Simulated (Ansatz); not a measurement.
Species: SiNH4F, charge 0, singlet. SiNH4F (SMILES N[SiH2]F).
B3LYP-D3(BJ)/def2-TZVP minimum from Ansatz (a first-principles code):
```
Si
F 1 1.6111
N 1 1.6998 2 114.52
H 3 1.0072 1 122.12 2 -77.84
H 3 1.0072 4 111.77 1 -157.95
H 1 1.4740 2 105.80 3 -119.28
H 1 1.4740 6 114.12 2 115.90
```
Charge 0, spin multiplicity 1.

Total energies in hartree (Ansatz). Open shells are spin-unrestricted; no spin-orbit coupling. Cores are frozen in correlated methods. No relativity. Where a partner has so few electrons that a lower coupled-cluster level is exact, that level stands in.

```csv
species,HF/cc-pV(T+d)Z,CCSD(T)/cc-pV(T+d)Z,HF/cc-pV(Q+d)Z,CCSD(T)/cc-pV(Q+d)Z,CCSD(T)/cc-pV(D+d)Z,CCSDT(Q)/cc-pV(D+d)Z
1: SiNH4F (SMILES [SiH2](N)F),-445.33077,-445.96717,-445.34957,-446.03289,-445.75003,-445.75168
2: Si (triplet),-288.85649,-288.93344,-288.85845,-288.93781,-288.91643,-288.91690
3: N (quartet),-54.40069,-54.51471,-54.40372,-54.52482,-54.47850,-54.47866
4: F (doublet),-99.40552,-99.62036,-99.41377,-99.65026,-99.52757,-99.52776
5: H (doublet),-0.49981,-0.49981,-0.49995,-0.49995,-0.49928,-0.49928
```

Task: Work out the atomisation energy (electronic, to ground-state atoms) in kJ/mol: take Hartree-Fock from cc-pV(Q+d)Z, extrapolate the CCSD(T) correlation energy as X^-3 (X = 3, 4), and add CCSDT(Q) - CCSD(T) in cc-pV(D+d)Z. 1 hartree = 2625.5 kJ/mol.

Result: 
Species 1: correlation (64·(-0.68332) - 27·(-0.63640))/37 = -0.71756; step -0.00165; E1 = -445.34957 + (-0.71756) + (-0.00165) = -446.06878
Species 2: correlation (64·(-0.07936) - 27·(-0.07695))/37 = -0.08112; step -0.00047; E2 = -288.85845 + (-0.08112) + (-0.00047) = -288.94004
Species 3: correlation (64·(-0.12110) - 27·(-0.11402))/37 = -0.12627; step -0.00016; E3 = -54.40372 + (-0.12627) + (-0.00016) = -54.53015
Species 4: correlation (64·(-0.23649) - 27·(-0.21484))/37 = -0.25229; step -0.00019; E4 = -99.41377 + (-0.25229) + (-0.00019) = -99.66625
Species 5: correlation (64·(0.00000) - 27·(0.00000))/37 = 0.00000; step +0.00000; E5 = -0.49995 + (0.00000) + (+0.00000) = -0.49995
-1·E1 +1·E2 +1·E3 +1·E4 +4·E5 = 0.93254 hartree = 2448.4 kJ/mol.
